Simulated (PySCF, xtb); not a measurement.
BrH₃MgSi, SMILES [SiH3][Mg][Br].

GFN2-xTB run with xtb 6.7.1 at its own geometry gives an orbital gap of 3.16 eV and a dipole moment of 6.90 D.

Geometry: TPSSh-D3(BJ)/def2-TZVP.

Question: What does CAM-B3LYP/def2-TZVPD (PySCF) give? (The exact figures need the calculation; the answer reports its results.)

Answer: gap 8.11 eV (levels -8.71 and -0.60 eV), dipole 1.50 D.
